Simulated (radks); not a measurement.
Values are calculated unless marked as measured or tabulated.
How relativity changes the ionisation of the copper ion Cu+ ([Ar] 3d10) to Cu2+ ([Ar] 3d9). Spin-unpolarised spherical Kohn-Sham, PBE, point nucleus unless stated (finite: rms radius 3.8823 fm), a radial shooting solver on a logarithmic mesh with Libxc functionals. A level marked "c x" has the speed of light scaled by that factor and shares open shells by 2j + 1; other Dirac levels either fill j = l - 1/2 first or share by 2j + 1.

| level | E(Cu+) (hartree) | E(Cu2+) (hartree) | IE (eV) | HOMO | <r> HOMO (bohr) |
|---|---|---|---|---|---|
| non-rel. | -1639.99952 | -1639.20996 | 21.485 | 3d | 1.009 |
| scalar-rel. | -1654.54974 | -1653.76578 | 21.332 | 3d | 1.015 |
| scalar-rel., finite nucleus | -1654.54239 | -1653.75844 | 21.332 | 3d | 1.015 |
| Dirac, 2j+1 shares | -1654.60222 | -1653.81824 | 21.333 | 3d5/2 | 1.019 |
| Dirac, low j first | -1654.60222 | -1653.82265 | 21.213 | 3d5/2 | 1.019 |
| Dirac, 2j+1 shares, finite nucleus | -1654.59487 | -1653.81089 | 21.333 | 3d5/2 | 1.019 |
| Dirac, c x 1.25 | -1649.27047 | -1648.48452 | 21.387 | 3d5/2 | 1.015 |
| Dirac, c x 5 | -1640.57137 | -1639.78204 | 21.479 | 3d5/2 | 1.010 |
| Dirac, c x 10 | -1640.14239 | -1639.35289 | 21.483 | 3d5/2 | 1.009 |

NIST Atomic Spectra Database: 20.292 eV (measured). The relativistic part of the total energy of Cu+ is -14.6 hartree (Dirac, 2j+1 shares, finite nucleus), 0.89 % of the non-relativistic value. Spin polarisation and multiplet splitting of open shells are left out at every level.

Beside tabulated values, note that spin-unpolarised runs miss the spin-polarisation part of the exchange energy of open shells.
